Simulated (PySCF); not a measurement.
Compound: C8H6 (charge +1 and doublet state).
Geometry (GFN2-xTB, Å), atoms numbered from 1 in this order:
```xyz
14
C8H6 angstrom
C      2.6395   -0.8070    1.8608
C      1.6774   -0.5176    1.1747
C      0.5773   -0.1800    0.3988
C      0.1920   -1.0078   -0.6960
C     -0.8975   -0.6614   -1.4522
C     -1.6271    0.5009   -1.1451
C     -1.2561    1.3229   -0.0662
C     -0.1690    0.9965    0.7017
H      3.4747   -1.0595    2.4563
H      0.7667   -1.8962   -0.9110
H     -1.2004   -1.2785   -2.2848
H     -2.4848    0.7661   -1.7466
H     -1.8309    2.2102    0.1530
H      0.1376    1.6111    1.5345
```

The species is `C#C[C+]1[CH]C=CC=C1` [radical] (charge +1).

Computed, not measured: UKS B3LYP, pcH-1 on C H, non-relativistic, mean-field spin-orbit, GIAO (PySCF 2.14.0). Isolated species at its GFN2-xTB geometry, gas phase. The geometry wasn't refined by DFT: couplings that depend on bond lengths, twists or pyramidal angles can differ widely from those at the functional's own minimum, by a factor of two or more for some ions and for spin on atoms past the first row. Stability of the SCF solution: not tested.

What is the g tensor, term by term?

| Δg (ppm) | 1 | 2 | 3 |
| --- | --- | --- | --- |
| relativistic mass correction | -140 | -140 | -140 |
| gauge correction | -1 | 30 | 36 |
| orbital Zeeman/spin–orbit | 1 | 679 | 1793 |
| total | -140 | 570 | 1689 |

So g = 2.00218, 2.00289, 2.00401 and g_iso = 2.00303; the tensor is rhombic: the two nearest values differ by 39 % of g3 − g1. Axes: g1 is normal to the molecular plane and g3 points within 1° of the C1–C2 bond.

At 9.45 GHz, how far is the centre of the isotropic spectrum from where a free electron (g = 2.002319) resonates?

B = hν/(g μB) with μB/h = 13.99624 MHz/mT gives 337.20 mT for the free electron and 337.08 mT at g_iso, 0.12 mT lower.

Average each term over the three axes. Which is largest in size?

The orbital-Zeeman/spin–orbit term 825, the mass correction -140 and the gauge correction 22 ppm, for a total of 706 ppm. The orbital-Zeeman/spin–orbit term is the largest in size. The mass correction is the same along every axis, so the anisotropy comes from the other two: their spans along these axes are 37 (gauge) and 1792 ppm (orbital Zeeman/spin–orbit).

What are the electron Larmor frequencies g μB B/h along the three axes at 1200 mT?

33.6276, 33.6395, 33.6583 GHz for g1, g2 and g3, a range of 30.7 MHz.

In a frozen sample, at which fields do the three g values resonate at 9.5, 34, 94 and 263 GHz (hyperfine left aside), and which band first spreads them over more than twice a line width of 0.5 mT?

```tsv
band	GHz	B(g3) mT	B(g2) mT	B(g1) mT	spread mT
X	9.5	338.70	338.89	339.01	0.31
Q	34.0	1212.18	1212.86	1213.29	1.11
W	94.0	3351.33	3353.20	3354.39	3.06
J	263.0	9376.59	9381.82	9385.15	8.56
```

The spread grows in proportion to the frequency. Q band is the first where it exceeds 1.0 mT.

Largest spin populations (Mulliken): C1 (+0.42), C6 (+0.33), C3 (+0.25) and C8 (+0.08). Three atoms exceed +0.15.

The HOMO–LUMO gaps are 5.43 eV among the α and 2.18 eV among the β orbitals.

The SMILES draws the unpaired electron on C4; the largest computed Mulliken spin population is on C1 (0.42 against 0.08).
